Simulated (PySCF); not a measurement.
# What a mistake does to a calculation on BH6N2Si cation

All numbers below are calculated, not measured. They come from PySCF 2.14.0, an open-source quantum chemistry program, on an isolated molecule that a program drew, which may never have been made. The molecule is BH6N2Si cation (charge +1, singlet), drawn as the SMILES string `BN[SiH+]N`.

Each row is a Hartree-Fock (HF) and frozen-core CCSD(T) single point in the cc-pV(D+d)Z basis, meant for a local HF minimum. Run 1 is clean. Each other run has one planted mistake out of seven kinds, and not every kind appears here: one electron removed, one electron added, multiplicity raised by two, geometry at a saddle point, minimal basis STO-3G, one bond length entered in bohr, all coordinates scaled. The reference is restricted for singlets and unrestricted otherwise, and also for a bond in bohr. Adding or removing an electron swaps singlet and doublet. Electrons count all cores. HOMO and LUMO are orbital energies over both spins, the gradient is its largest component, and the lowest frequency (negative if imaginary) is given only where the gradient is small. Bond lengths are over the 9 bonds as drawn. T1 is the CCSD diagnostic: over 0.02 (restricted) or 0.045 (unrestricted) a single reference is doubtful.

Geometry of the clean run:
```xyz
10
BH6N2Si cation, angstrom
B    -1.3864    2.9257   -1.1201
N    -0.0199    2.4462   -1.0054
Si    0.4975    1.0615   -0.2580
N    -0.5256    0.0228    0.4742
H    -2.2532    2.2676   -0.6291
H    -1.5864    3.9457   -1.6933
H     0.6892    3.0236   -1.4300
H     1.9160    0.7459   -0.2460
H    -1.5235    0.1326    0.5315
H    -0.2021   -0.8159    0.9262
```

```
run,electrons,basis functions,<S^2>,HOMO (eV),LUMO (eV),gradient (hartree/bohr),lowest frequency (cm^-1),mean bond (Å),longest bond (Å),T1,HF (hartree),CCSD(T) (hartree),mistake
1,38,95,0.000,-17.51,-3.20,2.0e-05,155,1.2883,1.656,0.0137,-425.86103,-426.41768,no fault
2,38,95,1.015,-15.17,-4.89,1.9e-02,-,1.4496,3.083,0.0159,-425.71589,-426.23737,one bond length entered in bohr
3,38,30,0.000,-15.65,-0.53,3.9e-02,-,1.2883,1.656,0.0225,-420.85176,-421.08217,minimal basis STO-3G
4,38,95,0.000,-17.76,-3.09,2.4e-02,-,1.2587,1.618,0.0128,-425.85504,-426.40626,all coordinates scaled
5,37,95,0.785,-22.35,-13.87,1.0e-01,-,1.2883,1.656,0.0505,-425.29127,-425.81385,?
6,39,95,0.773,-4.58,3.40,6.6e-02,-,1.2883,1.656,0.0240,-426.00306,-426.58118,?
```

**Which mistake was planted in run 5, and what did it cost?**

It counts 37 electrons, one fewer than the clean run, at the same geometry and basis. So the mistake is: one electron removed. Subtracting run 1 and multiplying by 627.51 kcal/mol a hartree, the energy moved by 357.5 kcal/mol in HF and 378.9 kcal/mol in CCSD(T).

**Which mistake was planted in run 6, and what did it cost?**

It counts 39 electrons, one more than the clean run, at the same geometry and basis. So the mistake is: one electron added. Subtracting run 1 and multiplying by 627.51 kcal/mol a hartree, the energy moved by -89.1 kcal/mol in HF and -102.6 kcal/mol in CCSD(T).

Cautions from the logs. Run 3: T1 is over the limit, so its CCSD(T) energy is less reliable; run 5: T1 is over the limit, so its CCSD(T) energy is less reliable.
